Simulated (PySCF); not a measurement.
System: sum formula BNH₃Cl₂, charge 1, multiplicity 1. It need not be the lowest isomer of its formula. 
Geometry from a B3LYP-D3(BJ)/def2-TZVP (Ansatz) optimisation:
```xyz
7

B     -0.1635    -0.0582     0.0110
Cl     0.0731     1.6294     0.0708
Cl     1.0127    -1.2806    -0.1456
N     -1.6558    -0.5343     0.1139
H     -2.2205    -0.1333    -0.6432
H     -2.0833    -0.2104     0.9886
H     -1.7474    -1.5533     0.0735
```
Charge +1, spin multiplicity 1.

Dispersion corrections to the total energy (kcal/mol) from the dftd3 and dftd4 libraries through PySCF: D3(BJ) without and D4 with the three-body term, each with the damping fitted for the functional named.

| functional | D3(BJ) | D4 |
|---|---|---|
| B2GP-PLYP | -2.66 | -1.34 |
| PBE | -3.69 | -3.20 |
| revPBE | … | -9.84 |
| PW6B95 | -1.97 | … |
| r2SCAN | -0.99 | -0.73 |
| BLYP | -8.14 | -7.18 |
| LC-wPBE | … | -3.58 |

Q: What belongs in the gaps?

A: 
- revPBE, D3(BJ): -9.33
- PW6B95, D4: -2.77
- LC-wPBE, D3(BJ): -3.59
